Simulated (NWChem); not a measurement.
The numbers come from NWChem runs, not from measurements. System: CH3ClGe, charge 1, spin multiplicity 2, at the geometry of a parent with another charge or spin, in a state set for the comparison that need not be this species' ground state. Its SCF solution wasn't tested for a lower state. Level: UB3LYP/aug-pcseg-1, VWN1-RPA local correlation.

Part of the output:

```
             Northwest Computational Chemistry Package (NWChem) 7.3.0
             --------------------------------------------------------

                                NWChem Input Module
                                -------------------

 Scaling coordinates for geometry "geometry" by  1.889725989
 (inverse scale =  0.529177249)

                             Geometry "geometry" -> ""
                             -------------------------

 Output coordinates in angstroms (scale by  1.889725989 to convert to a.u.)

  No.       Tag          Charge          X              Y              Z
 ---- ---------------- ---------- -------------- -------------- --------------
    1 Ge                  32.0000     0.18709700     0.11922900     0.66341800
    2 Cl                  17.0000    -1.02331700    -0.94302000    -0.87614800
    3 C                    6.0000     1.20627200     1.28454400    -0.61711300
    4 H                    1.0000     1.93612700     1.92928100    -0.08670700
    5 H                    1.0000     0.49608900     1.92409100    -1.18420900
    6 H                    1.0000     1.73943400     0.65536200    -1.36127500

 Effective nuclear repulsion energy (a.u.)     233.4502736575

            Nuclear Dipole moment (a.u.)
            ----------------------------
        X                 Y               Z
 ---------------- ---------------- ----------------
    -0.0000056692    -0.0000264562    -0.0000170075


 Summary of "ao basis" -> "" (spherical)
 ------------------------------------------------------------------------------
       Tag                 Description            Shells   Functions and Types
 ---------------- ------------------------------  ------  ---------------------
 *                        aug-pcseg-1                 on all atoms

                                 NWChem DFT Module
                                 -----------------

 Summary of "ao basis" -> "ao basis" (spherical)
 ------------------------------------------------------------------------------
       Tag                 Description            Shells   Functions and Types
 ---------------- ------------------------------  ------  ---------------------
 Ge                       aug-pcseg-1               14       36   6s5p3d
 Cl                       aug-pcseg-1               11       27   5s4p2d
 C                        aug-pcseg-1                9       23   4s3p2d
 H                        aug-pcseg-1                5        9   3s2p

 Summary of "ao basis" -> "ao basis" (spherical)
 ------------------------------------------------------------------------------
       Tag                 Description            Shells   Functions and Types
 ---------------- ------------------------------  ------  ---------------------
 Ge                       aug-pcseg-1               14       36   6s5p3d
 Cl                       aug-pcseg-1               11       27   5s4p2d
 C                        aug-pcseg-1                9       23   4s3p2d
 H                        aug-pcseg-1                5        9   3s2p

            General Information
            -------------------
          SCF calculation type: DFT
          Wavefunction type:  spin polarized.
          No. of atoms     :     6
          No. of electrons :    57
           Alpha electrons :    29
            Beta electrons :    28
          Charge           :     1
          Spin multiplicity:     2
          Use of symmetry is: off; symmetry adaption is: off
          Maximum number of iterations: 100
          AO basis - number of functions:   113
                     number of shells:    49
          Convergence on energy requested:  1.00D-06
          Convergence on density requested:  1.00D-05
          Convergence on gradient requested:  5.00D-04

              XC Information
              --------------
                         B3LYP Method XC Potential
                     Hartree-Fock (Exact) Exchange  0.200
                        Slater Exchange Functional  0.800 local
                    Becke 1988 Exchange Functional  0.720 non-local
              Lee-Yang-Parr Correlation Functional  0.810
                  VWN I RPA Correlation Functional  0.190 local

             Grid Information
[...]
    47      0.489702  2 Cl pz                45      0.224975  2 Cl px
    13     -0.199365  1 Ge px                14     -0.196602  1 Ge py
    44     -0.189308  2 Cl pz                50      0.188919  2 Cl pz
    69      0.179799  3 C  py                46      0.178095  2 Cl py
    68      0.165622  3 C  px                88      0.164285  4 H  s

 Vector   27  Occ=1.000000D+00  E=-5.423114D-01
              MO Center= -8.9D-01, -8.2D-01, -7.6D-01, r^2= 1.6D+00
   Bfn.  Coefficient  Atom+Function         Bfn.  Coefficient  Atom+Function
  ----- ------------  ---------------      ----- ------------  ---------------
    45      0.528177  2 Cl px                46     -0.526761  2 Cl py
    48      0.235538  2 Cl px                49     -0.235237  2 Cl py
    42     -0.201994  2 Cl px                43      0.201470  2 Cl py
    13      0.084896  1 Ge px                14     -0.084800  1 Ge py
    98     -0.071184  5 H  s                107      0.070082  6 H  s

 Vector   28  Occ=1.000000D+00  E=-5.345779D-01
              MO Center= -7.7D-01, -7.2D-01, -5.9D-01, r^2= 2.2D+00
   Bfn.  Coefficient  Atom+Function         Bfn.  Coefficient  Atom+Function
  ----- ------------  ---------------      ----- ------------  ---------------
    46      0.461126  2 Cl py                45      0.426926  2 Cl px
    47     -0.338934  2 Cl pz                49      0.207735  2 Cl py
    48      0.191375  2 Cl px                 4     -0.188407  1 Ge s
    43     -0.176316  2 Cl py                42     -0.163136  2 Cl px
    50     -0.163315  2 Cl pz                15     -0.144985  1 Ge pz

 Vector   29  Occ=0.000000D+00  E=-4.215048D-01
              MO Center=  1.8D-01,  1.6D-01,  2.4D-01, r^2= 3.5D+00
   Bfn.  Coefficient  Atom+Function         Bfn.  Coefficient  Atom+Function
  ----- ------------  ---------------      ----- ------------  ---------------
     5      0.464307  1 Ge s                 47     -0.373748  2 Cl pz
     4      0.326659  1 Ge s                 15      0.310343  1 Ge pz
     3     -0.243453  1 Ge s                 50     -0.225293  2 Cl pz
    70     -0.224182  3 C  pz                18      0.183659  1 Ge pz
    69      0.180480  3 C  py                12     -0.179222  1 Ge pz

 Vector   30  Occ=0.000000D+00  E=-3.345302D-01
              MO Center=  1.5D-01,  9.8D-02,  5.2D-01, r^2= 2.9D+00
   Bfn.  Coefficient  Atom+Function         Bfn.  Coefficient  Atom+Function
  ----- ------------  ---------------      ----- ------------  ---------------
    16      0.446844  1 Ge px                17     -0.443342  1 Ge py
    13      0.379928  1 Ge px                14     -0.376790  1 Ge py
    97      0.211967  5 H  s                 10     -0.205779  1 Ge px
    11      0.204111  1 Ge py               106     -0.202885  6 H  s
    45     -0.183468  2 Cl px                46      0.181910  2 Cl py

 Vector   31  Occ=0.000000D+00  E=-2.305943D-01
              MO Center=  1.0D-01,  4.8D-02,  5.2D-01, r^2= 4.3D+00
   Bfn.  Coefficient  Atom+Function         Bfn.  Coefficient  Atom+Function
  ----- ------------  ---------------      ----- ------------  ---------------
    18      0.442331  1 Ge pz                16      0.380992  1 Ge px
    17      0.336933  1 Ge py                47      0.316462  2 Cl pz
    15      0.277488  1 Ge pz                40      0.278275  2 Cl s
    13      0.273319  1 Ge px                 4     -0.259410  1 Ge s
    14      0.246169  1 Ge py                50      0.225501  2 Cl pz

   alpha - beta orbital overlaps
   -----------------------------

   alpha      1      2      3      4      5      6      7      8      9     10
    beta      1      2      3      4      5      6      7      8      9     11
 overlap   1.000  1.000  1.000  1.000  0.765  0.765  1.000  1.000  0.917  0.917

   alpha     11     12     13     14     15     16     17     18     19     20
    beta     10     12     13     14     15     16     17     18     19     20
 overlap   1.000  1.000  1.000  0.829  0.829  0.990  0.861  0.861  0.995  0.994

   alpha     21     22     23     24     25     26     27     28     29     30
    beta     21     22     23     24     25     26     28     27     29     30
 overlap   1.000  0.999  0.996  0.999  1.000  0.962  0.952  1.000  0.982  0.999

   alpha     31     32     33     34     35     36     37     38     39     40
    beta     31     32     33     34     35     36     37     38     39     40
 overlap   0.998  0.969  0.974  0.998  0.999  0.977  0.999  0.980  0.998  0.988

   alpha     41     42     43     44     45     46     47     48     49     50
    beta     41     42     43     44     45     46     47     48     49     51
 overlap   0.993  0.969  0.973  0.986  0.984  0.958  0.987  0.974  0.945  0.696

   alpha     51     52     53     54     55     56     57     58     59     60
    beta     51     52     53     54     55     56     57     58     59     60
 overlap   0.664  0.941  0.935  0.993  0.999  0.997  0.998  0.993  0.993  0.998

   alpha     61     62     63     64     65     66     67     68     69     70
    beta     61     62     63     65     64     66     67     68     69     70
 overlap   0.997  0.998  0.996  0.991  0.996  0.995  1.000  0.890  0.889  0.997

   alpha     71     72     73     74     75     76     77     78     79     80
    beta     71     72     74     73     75     76     77     78     79     80
 overlap   0.997  0.999  0.990  0.992  0.998  0.997  0.997  0.997  0.998  0.972

   alpha     81     82     83     84     85     86     87     88     89     90
    beta     81     82     83     84     85     86     87     88     89     90
 overlap   0.797  0.806  0.999  0.998  1.000  1.000  1.000  0.985  0.947  0.956

   alpha     91     92     93     94     95     96     97     98     99    100
    beta     91     92     93     94     96     95     97     98     99    100
 overlap   0.993  0.986  0.989  0.980  0.836  0.838  0.999  1.000  1.000  1.000

   alpha    101    102    103    104    105    106    107    108    109    110
    beta    101    102    103    104    105    106    107    108    109    110
 overlap   1.000  1.000  0.996  0.982  0.985  1.000  1.000  1.000  1.000  1.000

   alpha    111    112    113
    beta    111    112    113
 overlap   1.000  0.951  0.951

     --------------------------
     Expectation value of S2:
     --------------------------
      <S2> =      0.7555 (Exact =     0.7500)

 center of mass
 --------------
 x =  -0.04993086 y =  -0.06411441 z =   0.12726487

 moments of inertia (a.u.)
 ------------------
         451.367798897454        -213.380732454037        -102.374216869665
        -213.380732454037         465.418963292946         -79.084200931933
        -102.374216869665         -79.084200931933         440.588960731451

     Multipole analysis of the density
     ---------------------------------

     L   x y z        total         alpha         beta         nuclear
     -   - - -        -----         -----         ----         -------
     0   0 0 0      1.000000    -29.000000    -28.000000     58.000000

     1   1 0 0      0.931637      0.273961      0.657682     -0.000006
     1   0 1 0      0.899589      0.279558      0.620058     -0.000026
     1   0 0 1      0.437415     -0.012019      0.449451     -0.000017

     2   2 0 0    -21.243035    -74.204174    -70.858607    123.819746
     2   1 1 0      2.100678    -57.708759    -55.342561    115.151998
     2   1 0 1     -0.222682    -20.864259    -20.868941     41.510517
     2   0 2 0    -21.096603    -71.781689    -68.327211    119.012298
     2   0 1 1     -0.478824    -15.133005    -15.638426     30.292606
     2   0 0 2    -20.909416    -71.726581    -65.891145    116.708310

 Task  times  cpu:       16.9s     wall:       16.9s

 Total times  cpu:       17.0s     wall:       17.0s
```

Write an NWChem input that would produce this output.

This is not unique; one that fits is 
```
start mol
memory heap 200 mb stack 900 mb global 1100 mb
charge 1
geometry units angstroms nocenter noautoz noautosym
  Ge     0.187097     0.119229     0.663418
  Cl    -1.023317    -0.943020    -0.876148
  C      1.206272     1.284544    -0.617113
  H      1.936127     1.929281    -0.086707
  H      0.496089     1.924091    -1.184209
  H      1.739434     0.655362    -1.361275
end
basis spherical
  * library aug-pcseg-1
end
dft
  xc b3lyp
  odft
  mult 2
  semidirect memsize 60000000 filesize 0
  iterations 100
end
task dft energy
```
